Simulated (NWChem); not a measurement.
System: C$_{2}$H$_{6}$GeO; SMILES C[C](=O)[GeH3]

Parts of the log:

```
             Northwest Computational Chemistry Package (NWChem) 7.3.0
             --------------------------------------------------------

 C1  symmetry detected

                             Geometry "geometry" -> ""
                             -------------------------

 Output coordinates in angstroms (scale by  1.889725989 to convert to a.u.)

  No.       Tag          Charge          X              Y              Z
 ---- ---------------- ---------- -------------- -------------- --------------
    1 C                    6.0000    -1.09604398     1.87673538    -0.00000793
    2 C                    6.0000     0.14973099     1.03367858     0.00008032
    3 O                    8.0000     1.25897632     1.50449289    -0.00001108
    4 Ge                  32.0000    -0.00333926    -0.97671920     0.00000546
    5 H                    1.0000    -1.71028657     1.63748987     0.88366581
    6 H                    1.0000    -1.71075918     1.63669186    -0.88314428
    7 H                    1.0000    -0.83278594     2.94402673    -0.00057389
    8 H                    1.0000     0.71296760    -1.49759812    -1.25531694
    9 H                    1.0000     0.71955381    -1.49831398     1.25121611
   10 H                    1.0000    -1.46576606    -1.46570885     0.00363259

 Effective nuclear repulsion energy (a.u.)     253.9661840908

  pbe96 is a nonlocal functional; adding pw91lda local functional.

                                 NWChem DFT Module
                                 -----------------

 Summary of "ao basis" -> "ao basis" (spherical)
 ------------------------------------------------------------------------------
       Tag                 Description            Shells   Functions and Types
 ---------------- ------------------------------  ------  ---------------------
 C                          def2-svp                 6       14   3s2p1d
 O                          def2-svp                 6       14   3s2p1d
 Ge                         def2-svp                12       32   5s4p3d
 H                          def2-svp                 3        5   2s1p

            General Information
            -------------------
          SCF calculation type: DFT
          Wavefunction type:  closed shell.
          No. of atoms     :    10
          No. of electrons :    58
           Alpha electrons :    29
            Beta electrons :    29
          Charge           :     0
          Spin multiplicity:     1
          Use of symmetry is: off; symmetry adaption is: off
          Maximum number of iterations: 150
          AO basis - number of functions:   104
                     number of shells:    48
          Convergence on energy requested:  1.00D-06
          Convergence on density requested:  1.00D-05
          Convergence on gradient requested:  5.00D-04

              XC Information
              --------------
          PerdewBurkeErnzerhof Exchange Functional  1.000
            Perdew 1991 LDA Correlation Functional  1.000 local
           PerdewBurkeErnz. Correlation Functional  1.000 non-local

             Grid Information
             ----------------
          Grid used for XC integration:  medium
          Radial quadrature: Mura-Knowles
          Angular quadrature: Lebedev.
          Tag              B.-S. Rad. Rad. Pts. Rad. Cut. Ang. Pts.
          ---              ---------- --------- --------- ---------
          C                   0.70       49          11.0       434
          O                   0.60       49          11.0       434
          Ge                  1.25      112          11.0       590
          H                   0.35       45          12.0       434
          Grid pruning is: on
          Number of quadrature shells:   529
          Spatial weights used:  Erf1

      Superposition of Atomic Density Guess
      -------------------------------------

 Sum of atomic energies:       -2227.97993934

      Non-variational initial energy
      ------------------------------

 Total energy =   -2229.845238
 1-e energy   =   -3606.931266
 2-e energy   =    1123.119844
 HOMO         =      -0.272629
 LUMO         =      -0.029691

     ---------------------------------------------
      Total Density - Mulliken Population Analysis
     ---------------------------------------------

    Atom       Charge   Shell Charges
 -----------   ------   -------------------------------------------------------
    1 C    6     6.24   1.99  0.97  0.15  2.07  1.04  0.02
    2 C    6     5.59   1.99  0.95  0.35  1.52  0.69  0.08
    3 O    8     8.70   1.99  1.13  0.68  3.06  1.82  0.01
    4 Ge  32    31.61   2.00  2.00  2.00  1.08  0.26  6.00  5.98  1.23  1.00  8.13  1.82  0.12
    5 H    1     0.87   0.65  0.19  0.03
    6 H    1     0.87   0.65  0.19  0.03
    7 H    1     0.91   0.67  0.22  0.02
    8 H    1     1.07   0.68  0.38  0.01
    9 H    1     1.07   0.68  0.38  0.01
   10 H    1     1.08   0.68  0.39  0.01

   convergence    iter        energy       DeltaE   RMS-Dens  Diis-err
 ---------------- ----- ----------------- --------- --------- ---------
 d= 0,ls=0.0,diis     1  -2231.0196736396 -2.48D+03  2.86D-02  9.80D-01
 d= 0,ls=0.0,diis     2  -2230.1065918457  9.13D-01  2.34D-02  9.32D+00
 d= 0,ls=0.0,diis     3  -2231.1350739500 -1.03D+00  3.40D-03  7.66D-02
 d= 0,ls=0.0,diis     4  -2231.1380362080 -2.96D-03  1.98D-03  3.37D-02
 d= 0,ls=0.0,diis     5  -2231.1415468578 -3.51D-03  5.04D-04  1.66D-03
  Resetting Diis
 d= 0,ls=0.0,diis     6  -2231.1418306220 -2.84D-04  4.66D-05  2.64D-05
 d= 0,ls=0.0,diis     7  -2231.1418331972 -2.58D-06  2.89D-05  2.72D-06
 d= 0,ls=0.0,diis     8  -2231.1418324712  7.26D-07  2.07D-05  9.20D-06
 d= 0,ls=0.0,diis     9  -2231.1418334259 -9.55D-07  6.54D-06  1.09D-06

         Total DFT energy =    -2231.141833425918
      One electron energy =    -3609.073331117416
           Coulomb energy =     1224.074672388458
    Exchange-Corr. energy =     -100.109358787743
 Nuclear repulsion energy =      253.966184090783

 Numeric. integr. density =       58.000014016196

                       DFT Final Molecular Orbital Analysis
                       ------------------------------------

 Vector   27  Occ=2.000000D+00  E=-3.026878D-01
              MO Center= -3.6D-01, -1.1D+00, -4.2D-02, r^2= 3.1D+00
   Bfn.  Coefficient  Atom+Function         Bfn.  Coefficient  Atom+Function
  ----- ------------  ---------------      ----- ------------  ---------------
   100     -0.337053  10 H  s                54      0.316630   4 Ge px
    90      0.219494   8 H  s               101     -0.197772  10 H  s
    95      0.191699   9 H  s                51     -0.188820   4 Ge px
    57      0.172057   4 Ge px               91      0.123195   8 H  s
     5     -0.110091   1 C  py               96      0.108562   9 H  s

 Vector   28  Occ=2.000000D+00  E=-3.026023D-01
              MO Center=  5.2D-01, -1.0D+00,  4.2D-02, r^2= 3.0D+00
   Bfn.  Coefficient  Atom+Function         Bfn.  Coefficient  Atom+Function
  ----- ------------  ---------------      ----- ------------  ---------------
    95      0.320900   9 H  s                56      0.314444   4 Ge pz
    90     -0.302438   8 H  s                34     -0.208822   3 O  pz
    59      0.191787   4 Ge pz               53     -0.188111   4 Ge pz
    96      0.169212   9 H  s                91     -0.158883   8 H  s
    37     -0.137957   3 O  pz               20     -0.085405   2 C  pz

 Vector   29  Occ=2.000000D+00  E=-1.968738D-01
              MO Center=  5.4D-01,  9.3D-01,  3.8D-05, r^2= 2.8D+00
   Bfn.  Coefficient  Atom+Function         Bfn.  Coefficient  Atom+Function
  ----- ------------  ---------------      ----- ------------  ---------------
    33      0.488019   3 O  py               36      0.361971   3 O  py
     3     -0.316670   1 C  s                55      0.257143   4 Ge py
    46      0.237663   4 Ge s                17      0.204653   2 C  s
     4     -0.195645   1 C  px               19     -0.184063   2 C  py
    32     -0.182446   3 O  px               58      0.175327   4 Ge py

 Vector   30  Occ=0.000000D+00  E=-7.487474D-02
              MO Center=  3.5D-01,  9.5D-01, -4.5D-05, r^2= 2.4D+00
   Bfn.  Coefficient  Atom+Function         Bfn.  Coefficient  Atom+Function
  ----- ------------  ---------------      ----- ------------  ---------------
    20      0.501857   2 C  pz               23      0.453035   2 C  pz
    34     -0.420762   3 O  pz               37     -0.406109   3 O  pz
    59      0.259575   4 Ge pz               91      0.254000   8 H  s
    96     -0.253743   9 H  s                76     -0.150191   5 H  s
    81      0.150112   6 H  s                75     -0.133987   5 H  s

 Vector   31  Occ=0.000000D+00  E= 9.940067D-03
              MO Center= -2.7D-01, -7.1D-01,  1.2D-05, r^2= 4.9D+00
   Bfn.  Coefficient  Atom+Function         Bfn.  Coefficient  Atom+Function
  ----- ------------  ---------------      ----- ------------  ---------------
    58      1.298805   4 Ge py               17     -0.947421   2 C  s
     3     -0.541156   1 C  s                22      0.519895   2 C  py
    76      0.393122   5 H  s                81      0.393173   6 H  s
    91      0.360962   8 H  s                96      0.361216   9 H  s
   101      0.266809  10 H  s                 7      0.265096   1 C  px

 Vector   32  Occ=0.000000D+00  E= 3.127852D-02
              MO Center=  7.3D-02, -3.3D-01, -7.1D-05, r^2= 6.2D+00
   Bfn.  Coefficient  Atom+Function         Bfn.  Coefficient  Atom+Function
  ----- ------------  ---------------      ----- ------------  ---------------
     3      1.415240   1 C  s                46      0.970390   4 Ge s
    17     -0.911155   2 C  s                96     -0.740283   9 H  s
    91     -0.731956   8 H  s                57      0.679262   4 Ge px
    86     -0.651147   7 H  s                47      0.551570   4 Ge s
    81     -0.421923   6 H  s                76     -0.417429   5 H  s

[...]
```

Level: PBE/def2-SVP. The geometry was optimised at PBE0/def2-SVP.

Task: Reconstruct the input file.

Result: This is not unique; one that fits is the input that was run:
```
start job
memory heap 200 mb stack 900 mb global 1100 mb
geometry units angstroms noautoz
  C     -1.109663     1.830806     0.179909
  C      0.060767     0.993063    -0.257104
  O      1.061768     1.464742    -0.734186
  Ge    -0.011959    -1.011324    -0.051499
  H     -1.312921     1.661120     1.250098
  H     -2.016687     1.520146    -0.364355
  H     -0.904455     2.895245    -0.002506
  H      0.162482    -1.628634    -1.447473
  H      1.166384    -1.430467     0.840684
  H     -1.334712    -1.501591     0.571220
end
basis spherical
  * library def2-svp
end
dft
  xc xpbe96 cpbe96
  iterations 150
  mulliken
end
task dft energy
```
